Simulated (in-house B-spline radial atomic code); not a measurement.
Configurations of Eu⁺, with energies counted from [Xe] 4f7 6s1. Level of theory: Dirac-Hartree-Fock, average of configuration, Fermi nucleus of rms radius 5.1115 fm; calculated with a radial B-spline atomic code at the basis-set limit. Energies include first-order Breit, QED and recoil terms.

Occupations are held fixed; configurations that lie above the ionisation limit could autoionise.

```tsv
configuration	E - E(ref) (eV)	highest orbital	its <r> (bohr)
[Xe] 4f6 6s1 6d1	7.6751	6d5/2	7.617
[Xe] 4f7 8g1	9.5312	8g7/2	42.99
[Xe] 4f6 6s1 8p1	9.7485	8p3/2	15.93
[Kr] 4d10 4f7 5s2 5p5 6s2	23.102	6s1/2	3.803
[Kr] 4d10 4f7 5s2 5p5 6s1 7d1	31.736	7d5/2	13.86
[Kr] 4d10 4f7 5s2 5p5 6s1 8d1	32.637	8d5/2	21.43
[Kr] 4d10 4f7 5s2 5p5 6s1 10d1	33.469	10d5/2	41.05
[Kr] 4d9 4f7 5s2 5p6 6s2	141.12	6s1/2	3.754
```

Task: Order these further configurations by energy, lowest first.
A. [Kr] 4d9 4f7 5s2 5p6 6s1 10g1
B. [Xe] 4f7 7s1
C. [Xe] 4f7 9d1
D. [Kr] 4d10 4f7 5s2 5p5 6s1 10g1
E. [Xe] 4f6 6s1 6p1

Result: E (3.5946 eV), B (5.4659 eV), C (9.1379 eV), D (33.888 eV), A (152.06 eV).

Task: How far above the reference does [Kr] 4d10 4f7 5s2 5p5 6s1 6d1 lie?

Result: 29.891 eV; its least bound orbital is 6d5/2 with <r> = 7.734 bohr.

Task: How far above the reference does [Xe] 4f6 6s1 9p1 lie?

Result: 10.575 eV; its least bound orbital is 9p3/2 with <r> = 23.71 bohr.

Task: How far above the reference does [Xe] 4f6 6s1 7p1 lie?

Result: 8.105 eV; its least bound orbital is 7p3/2 with <r> = 9.639 bohr.
